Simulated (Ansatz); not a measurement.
```yaml
crystal:
  periodic: [true, true, true]
  atoms:
    - {symbol: O, position_ang: [-1.643356, 0.482704, -0.074204]}
    - {symbol: B, position_ang: [-0.311434, 0.690808, 0.066455]}
    - {symbol: Al, position_ang: [0.985766, -1.019241, 0.010389]}
    - {symbol: F, position_ang: [1.958850, -1.186163, -1.323218]}
    - {symbol: H, position_ang: [-2.168420, 1.289048, -0.046925]}
    - {symbol: H, position_ang: [0.070338, 1.828398, 0.215689]}
    - {symbol: H, position_ang: [1.169456, -2.153552, 1.106114]}
basis:
  gaussian: {orbitals: ANO-RCC-VTZP}
hamiltonian: {xc: {name: rPW86-PBE}}
accuracy: high
output: {forces: true}
```

```sh
$ ansatz run in.yaml --threads 2 --pin off --events-out ev --progress --plain --max-ram 4352MiB
```

Output, abridged:

```
Error: YAML parse error: error: line 2 column 3: crystal: missing field `lattice` (a structure is typed as `lattice` and `atoms`, a molecule's as `atoms` in Å alone, or read from a run's directory, `checkpoint`)
 --> <input>:2:3
1 | crystal:
2 |   periodic: [true, true, true]
3 |   atoms:
4 |     - {symbol: O, position_ang: [-1.643356, 0.482704, -0.074204]}
```

(1) What is wrong with this run?

Results:

(1) The molecule is marked periodic without a cell. The program refused the input.
